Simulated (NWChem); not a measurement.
Species: C2H3I; SMILES C=CI

Computed with NWChem. Structure relaxed at the PBE0/def2-SVP level. def2 effective core potentials on I; no spin-orbit coupling. Static field.

Q: What does the run give for Hartree-Fock/def2-SVPD? Quantities: isotropic polarisability (bohr³); anisotropy (bohr³).

A: 
- isotropic polarisability (bohr³) = 59.8
- anisotropy (bohr³) = 33.6
